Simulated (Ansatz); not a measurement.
Molecule: sum formula Sn$_{2}$OH$_{5}$ (charge 0, doublet). It need not be the lowest isomer of its formula. SMILES: [SnH2][O][SnH3]
Coordinates optimised at B3LYP-D3(BJ)/def2-TZVP (Ansatz, a program for electronic structure):
```
O
Sn 1 1.9741
Sn 1 1.9770 2 133.11
H 2 1.7083 1 105.25 3 -137.12
H 2 1.7109 4 112.30 1 116.00
H 2 1.7152 4 112.27 5 126.76
H 3 1.7386 1 102.87 2 163.25
H 3 1.7475 7 110.46 1 112.68
```
Charge 0, spin multiplicity 2.

Parts of the frozen-core correlation energy in def2-SVP (Ansatz, hartree). Frozen orbitals: 19; correlated occupied orbitals by spin: 10 and 9; virtual: 62 and 63. UHF or UKS for open shells. Spin-orbit coupling is left out. In def2 rows, elements after Kr have scalar-relativistic effective core potentials.

```json
[
 {"term": "reference (HF)", "value": "-504.35538"},
 {"term": "MP2 opposite-spin", "value": "(withheld)"},
 {"term": "MP2 same-spin", "value": "(withheld)"},
 {"term": "CCSD correlation", "value": "(withheld)"},
 {"term": "(T)", "value": "-0.01009"},
 {"term": "T1 diagnostic", "value": "0.019"},
 {"term": "largest doubles amplitude", "value": "0.019"},
 {"term": "<S^2> of the reference", "value": "0.757"}
]
```

Q: Some entries are withheld; supply them.

A: 
- MP2 opposite-spin, value: -0.28092
- MP2 same-spin, value: -0.07525
- CCSD correlation, value: -0.39314
